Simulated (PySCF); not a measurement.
selenium dioxide (O₂Se), SMILES O=[Se]=O.

Geometry: ωB97X-D3(BJ)/def2-TZVP.

Two levels are set side by side: TDA-PBE/def2-SVPD (PySCF) and TDA-CAM-B3LYP/def2-SVPD (PySCF). Vertical, same geometry. The lowest singlet is HOMO−1→LUMO 100 % with PBE and HOMO→LUMO 98 % with the other functional; states are paired by order. Differences are taken from unrounded values.

```csv
quantity,TDA-PBE
lowest singlet excitation (eV),3.26
lowest triplet excitation (TDA) (eV),2.45
first bright state (f over 0.05) (eV),7.12
its oscillator strength,0.05
```

These are the TDA-PBE values. What does TDA-CAM-B3LYP give? (Estimate from the structure and the level; the computed values follow.)


| quantity | TDA-CAM-B3LYP | TDA-PBE minus TDA-CAM-B3LYP |
|---|---|---|
| lowest singlet excitation (eV) | 3.35 | -0.09 |
| lowest triplet excitation (TDA) (eV) | 2.50 | -0.05 |
| first bright state (f over 0.05) (eV) | 5.40 | 1.72 |
| its oscillator strength | 0.06 | -0.01 |

Rough cost on one machine, each run with all the roots and properties that it gave: TDA-CAM-B3LYP against TDA-PBE about 3 times.
